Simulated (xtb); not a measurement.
F₂OS, charge +1, doublet, geometry from GFN2-xTB (a state made from the parent by changing its charge; the spin is typed, not shown lowest); GFN0-xTB in xtb 6.7.1.

xtb was given this input:
```
$ xtb mol.xyz --gfn 0 --chrg 1 --uhf 1 --grad --json

# file mol.xyz
4

O      1.41277745    -0.15274416    -0.32845099
S      0.17532783    -0.00614867     0.32891486
F     -0.66462846     1.26381023    -0.18763295
F     -0.90286763    -1.11710668    -0.10514814
```

Output, abridged:

```
   ID    Z sym.   atoms
    1    8 O      1
    2   16 S      2
    3    9 F      3, 4

           -------------------------------------------------
          |                Calculation Setup                |
           -------------------------------------------------

           -------------------------------------------------
          |                 G F N 0 - x T B                 |
           -------------------------------------------------

          ...................................................
          :                      SETUP                      :
          :.................................................:
          :  # basis functions                  22          :
          :  # atomic orbitals                  21          :
          :  # shells                            9          :
          :  # electrons                        25          :
          :  electronic temp.          300.0000000     K    :
          :  accuracy                    1.0000000          :
          :  -> integral cutoff          0.2500000E+02      :
          :  -> integral neglect         0.1000000E-07      :
          ...................................................

         :::::::::::::::::::::::::::::::::::::::::::::::::::::
         ::                     SUMMARY                     ::
         :::::::::::::::::::::::::::::::::::::::::::::::::::::
         :: total energy             -12.306966646913 Eh    ::
         :: gradient norm              0.026126684590 Eh/a0 ::
         :: HOMO-LUMO gap              5.269200551086 eV    ::
         ::.................................................::
         :: H0 energy                -13.827807493147 Eh    ::
         :: repulsion energy           0.037577414554 Eh    ::
         :: electrostat energy         1.483853122477 Eh    ::
         :: -> Gsolv                   0.000000000000 Eh    ::
         ::    -> Gsasa                0.000000000000 Eh    ::
         ::    -> Gshift               0.000000000000 Eh    ::
         :: dispersion energy         -0.000589690773 Eh    ::
         :: short-range corr.         -0.000000000023 Eh    ::
         :: add. restraining           0.000000000000 Eh    ::
         :: total charge               1.000000000000 e     ::
         :::::::::::::::::::::::::::::::::::::::::::::::::::::

           -------------------------------------------------
          |                Property Printout                |
[...]
        13        1.0000           -0.4051034             -11.0234 (HOMO)
        14                         -0.2114639              -5.7542 (LUMO)
        15                         -0.1557974              -4.2395
        16                         -0.1276953              -3.4748
        17                          0.0403856               1.0989
        18                          0.0827792               2.2525
        19                          0.2087634               5.6807
        20                          0.6518900              17.7388
        21                          0.9181273              24.9835
      -------------------------------------------------------------
                  HL-Gap            0.1936396 Eh            5.2692 eV
             Fermi-level            0.0000000 Eh            0.0000 eV

     #   Z          covCN         q      C6AA      α(0)
     1   8 O        0.860     0.045    14.475     5.105
     2  16 S        2.435     1.041   103.527    17.155
     3   9 F        0.788    -0.043     9.784     3.603
     4   9 F        0.788    -0.043     9.784     3.603

 Mol. C6AA /au·bohr⁶  :        398.786084
 Mol. C8AA /au·bohr⁸  :      12727.550298
 Mol. α(0) /au        :         29.466604

Wiberg/Mayer (AO) data.
largest (>0.10) Wiberg bond orders for each atom

 ---------------------------------------------------------------------------
     #   Z sym  total        # sym  WBO       # sym  WBO       # sym  WBO
 ---------------------------------------------------------------------------
     1   8 O    2.447 --     2 S    2.086     3 F    0.180     4 F    0.180
     2  16 S    4.316 --     1 O    2.086     3 F    1.115     4 F    1.115
     3   9 F    1.423 --     2 S    1.115     1 O    0.180     4 F    0.128
     4   9 F    1.423 --     2 S    1.115     1 O    0.180     3 F    0.128
 ---------------------------------------------------------------------------

Topologies differ in total number of bonds
Writing topology from bond orders to xtbtopo.mol

 dipole moment from electron density (au)
     X       Y       Z
   0.2286  -0.0019   0.6048  total (Debye):    1.643

           -------------------------------------------------
          | TOTAL ENERGY              -12.306966646913 Eh   |
          | GRADIENT NORM               0.026126684590 Eh/α |
          | HOMO-LUMO GAP               5.269200551086 eV   |
           -------------------------------------------------

normal termination of xtb
```
